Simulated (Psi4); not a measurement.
Relaxed torsion scan: SMILES N[SiH2]S. Scanned: dihedral N1–Si2–S3–H8; all other coordinates were relaxed at GFN2-xTB. Points at φ and −φ are mirror images.

Geometry of the scan point at -165° (Å):
```
8

N      0.9532     0.6602     0.0738
Si    -0.0048    -0.7549     0.0276
S     -1.9214    -0.0072    -0.6110
H      1.9409     0.5999     0.2498
H      0.7395     1.4334    -0.5346
H     -0.1326    -1.2829     1.3792
H      0.3823    -1.7949    -0.9267
H     -2.6089    -1.0866    -0.2776
```

Method: DF-MP2 (frozen core)/cc-pVTZ // GFN2-xTB (Psi4 1.11).

Scanned values (°): -165, -150, -135, -120, -105, -90, -75, -60, -45, -30, -15, 0, 15, 30, 45, 60, 75, 90, 105, 120, 135, 150, 165, 180.

### Question
At which scan points does the profile have its minima and maxima, and how high do they lie?

### Answer
Lower than their neighbours: -60° (0.0 mEh), 60° (0.0 mEh), 180° (3.2 mEh). Higher than their neighbours: -150° (4.2 mEh), 0° (4.2 mEh), 150° (4.2 mEh). The whole profile spans 4.2 mEh.
